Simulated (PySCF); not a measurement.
## Basis-set dependence of population analyses: `O=C[SiH2]B(Cl)Cl`

Species: CH₃BCl₂OSi.
Bonds: O1–C2 (double), C2–Si3, Si3–B4, B4–Cl5, B4–Cl6. Hydrogens: H7 on C2; H8, H9 on Si3.

PBE0 throughout (PySCF), one geometry, spherical d and f functions. Geometry: PBE0-D3(BJ)/def2-SVP, one conformer, isolated molecule. Atoms taken as equivalent share a column and are averaged.

Mulliken charges (e):

```csv
basis,functions,O1,C2,Si3,B4,Cl5/Cl6,H7,H8/H9
STO-3G,45,-0.171,-0.050,+0.491,+0.157,-0.145,+0.060,-0.099
6-31G,72,-0.347,-0.050,+0.566,-0.169,-0.004,+0.154,-0.073
pcSseg-0,72,-0.419,-0.174,+0.559,+0.055,-0.140,+0.225,+0.017
6-31G*,102,-0.341,+0.031,+0.355,-0.011,-0.049,+0.146,-0.042
cc-pVDZ,111,-0.184,+0.036,+0.244,+0.013,-0.050,+0.033,-0.022
def2-SVP,111,-0.207,-0.011,+0.275,+0.037,-0.042,+0.051,-0.030
aug-cc-pVDZ,177,-0.423,+0.446,-0.235,+0.433,-0.250,-0.295,+0.287
"6-311+G(2d,p)",204,-0.285,-0.032,+0.440,+0.106,-0.132,+0.113,-0.039
def2-TZVP,222,-0.240,+0.033,+0.062,+0.185,-0.072,+0.095,+0.005
cc-pVTZ,234,-0.225,+0.057,+0.153,+0.049,-0.040,+0.062,-0.008
IGLO-III,267,-0.365,+0.073,+0.549,+0.102,-0.077,+0.071,-0.138
```

IAO charges (e):

```csv
basis,functions,O1,C2,Si3,B4,Cl5/Cl6,H7,H8/H9
STO-3G,45,-0.168,-0.134,+0.587,-0.178,0.000,+0.091,-0.099
6-31G,72,-0.318,+0.010,+0.403,-0.096,-0.004,+0.117,-0.054
pcSseg-0,72,-0.308,+0.006,+0.369,-0.094,+0.001,+0.114,-0.045
6-31G*,102,-0.343,+0.033,+0.504,-0.080,-0.019,+0.099,-0.088
cc-pVDZ,111,-0.338,+0.034,+0.493,-0.072,-0.020,+0.097,-0.087
def2-SVP,111,-0.341,+0.033,+0.500,-0.077,-0.012,+0.095,-0.092
aug-cc-pVDZ,177,-0.361,+0.043,+0.497,-0.069,-0.022,+0.103,-0.085
"6-311+G(2d,p)",204,-0.363,+0.037,+0.526,-0.081,-0.018,+0.103,-0.093
def2-TZVP,222,-0.361,+0.036,+0.532,-0.080,-0.019,+0.102,-0.096
cc-pVTZ,234,-0.357,+0.037,+0.518,-0.074,-0.021,+0.102,-0.092
IGLO-III,267,-0.363,+0.035,+0.535,-0.087,-0.015,+0.103,-0.096
```

Hirshfeld charges (e):

```
        basis  functions      O1      C2     Si3      B4  Cl5/Cl6      H7   H8/H9
       STO-3G         45  -0.127  +0.025  +0.293  +0.215   -0.138  +0.009  -0.069
        6-31G         72  -0.199  +0.056  +0.210  +0.087   -0.041  +0.045  -0.059
     pcSseg-0         72  -0.190  +0.051  +0.230  +0.068   -0.036  +0.036  -0.061
       6-31G*        102  -0.200  +0.060  +0.221  +0.104   -0.049  +0.042  -0.064
      cc-pVDZ        111  -0.185  +0.052  +0.234  +0.079   -0.039  +0.035  -0.068
     def2-SVP        111  -0.195  +0.056  +0.236  +0.069   -0.030  +0.035  -0.070
  aug-cc-pVDZ        177  -0.206  +0.048  +0.240  +0.081   -0.038  +0.044  -0.065
6-311+G(2d,p)        204  -0.208  +0.049  +0.244  +0.074   -0.036  +0.043  -0.066
    def2-TZVP        222  -0.204  +0.050  +0.239  +0.081   -0.038  +0.042  -0.066
      cc-pVTZ        234  -0.200  +0.051  +0.238  +0.082   -0.040  +0.041  -0.066
     IGLO-III        267  -0.209  +0.049  +0.239  +0.073   -0.032  +0.042  -0.064
```

ESP-fitted charges (e):

```json
{"basis": "STO-3G", "functions": "45", "O1": "-0.244", "C2": "+0.207", "Si3": "+0.087", "B4": "+0.460", "Cl5/Cl6": "-0.215", "H7": "+0.008", "H8/H9": "-0.044"}
{"basis": "6-31G", "functions": "72", "O1": "-0.403", "C2": "+0.343", "Si3": "+0.120", "B4": "+0.311", "Cl5/Cl6": "-0.141", "H7": "+0.027", "H8/H9": "-0.058"}
{"basis": "pcSseg-0", "functions": "72", "O1": "-0.403", "C2": "+0.323", "Si3": "+0.087", "B4": "+0.391", "Cl5/Cl6": "-0.169", "H7": "+0.038", "H8/H9": "-0.049"}
{"basis": "6-31G*", "functions": "102", "O1": "-0.328", "C2": "+0.217", "Si3": "+0.274", "B4": "+0.111", "Cl5/Cl6": "-0.071", "H7": "+0.037", "H8/H9": "-0.084"}
{"basis": "cc-pVDZ", "functions": "111", "O1": "-0.314", "C2": "+0.211", "Si3": "+0.287", "B4": "+0.054", "Cl5/Cl6": "-0.049", "H7": "+0.031", "H8/H9": "-0.085"}
{"basis": "def2-SVP", "functions": "111", "O1": "-0.335", "C2": "+0.231", "Si3": "+0.296", "B4": "+0.053", "Cl5/Cl6": "-0.044", "H7": "+0.027", "H8/H9": "-0.092"}
{"basis": "aug-cc-pVDZ", "functions": "177", "O1": "-0.355", "C2": "+0.254", "Si3": "+0.259", "B4": "+0.081", "Cl5/Cl6": "-0.057", "H7": "+0.033", "H8/H9": "-0.079"}
{"basis": "6-311+G(2d,p)", "functions": "204", "O1": "-0.346", "C2": "+0.218", "Si3": "+0.333", "B4": "+0.011", "Cl5/Cl6": "-0.035", "H7": "+0.041", "H8/H9": "-0.093"}
{"basis": "def2-TZVP", "functions": "222", "O1": "-0.343", "C2": "+0.228", "Si3": "+0.307", "B4": "+0.033", "Cl5/Cl6": "-0.040", "H7": "+0.036", "H8/H9": "-0.090"}
{"basis": "cc-pVTZ", "functions": "234", "O1": "-0.333", "C2": "+0.215", "Si3": "+0.308", "B4": "+0.044", "Cl5/Cl6": "-0.045", "H7": "+0.038", "H8/H9": "-0.091"}
{"basis": "IGLO-III", "functions": "267", "O1": "-0.342", "C2": "+0.214", "Si3": "+0.340", "B4": "+0.001", "Cl5/Cl6": "-0.030", "H7": "+0.039", "H8/H9": "-0.096"}
```

Task: Which scheme is steadiest as the basis changes?

Result: Largest range over the bases for any column: Hirshfeld 0.15 e, IAO 0.22 e, ESP-fitted 0.46 e, Mulliken 0.80 e. Hirshfeld charges move least and Mulliken charges most, counted in e. Without the minimal STO-3G basis the ranges are Hirshfeld 0.04, IAO 0.17, ESP-fitted 0.39, Mulliken 0.80 e.

Task: How much do the charges still move between the two largest bases, cc-pVTZ and IGLO-III?

Result: At most, over all atoms: Mulliken 0.396 e, IAO 0.016 e, Hirshfeld 0.010 e, ESP-fitted 0.044 e.

Task: What do the same runs give for the total energy, the frontier levels and the dipole moment?

Result: 
```json
{"basis": "STO-3G", "energy (Eh)": "-1334.2010", "HOMO (eV)": "-4.24", "LUMO (eV)": "0.30", "μ (D)": "2.49"}
{"basis": "6-31G", "energy (Eh)": "-1349.1638", "HOMO (eV)": "-7.19", "LUMO (eV)": "-2.34", "μ (D)": "2.80"}
{"basis": "pcSseg-0", "energy (Eh)": "-1347.6010", "HOMO (eV)": "-7.39", "LUMO (eV)": "-2.56", "μ (D)": "2.95"}
{"basis": "6-31G*", "energy (Eh)": "-1349.2745", "HOMO (eV)": "-7.05", "LUMO (eV)": "-2.25", "μ (D)": "2.31"}
{"basis": "cc-pVDZ", "energy (Eh)": "-1349.3535", "HOMO (eV)": "-7.03", "LUMO (eV)": "-2.16", "μ (D)": "2.11"}
{"basis": "def2-SVP", "energy (Eh)": "-1348.8543", "HOMO (eV)": "-7.12", "LUMO (eV)": "-2.13", "μ (D)": "2.11"}
{"basis": "aug-cc-pVDZ", "energy (Eh)": "-1349.3692", "HOMO (eV)": "-7.26", "LUMO (eV)": "-2.34", "μ (D)": "2.36"}
{"basis": "6-311+G(2d,p)", "energy (Eh)": "-1349.4123", "HOMO (eV)": "-7.28", "LUMO (eV)": "-2.39", "μ (D)": "2.36"}
{"basis": "def2-TZVP", "energy (Eh)": "-1349.4263", "HOMO (eV)": "-7.24", "LUMO (eV)": "-2.34", "μ (D)": "2.26"}
{"basis": "cc-pVTZ", "energy (Eh)": "-1349.4365", "HOMO (eV)": "-7.20", "LUMO (eV)": "-2.30", "μ (D)": "2.23"}
{"basis": "IGLO-III", "energy (Eh)": "-1349.4212", "HOMO (eV)": "-7.24", "LUMO (eV)": "-2.32", "μ (D)": "2.28"}
```

The dipole is fixed by the density alone, so its range of 0.84 D shows that the density itself changes with the basis, not only its division among atoms.
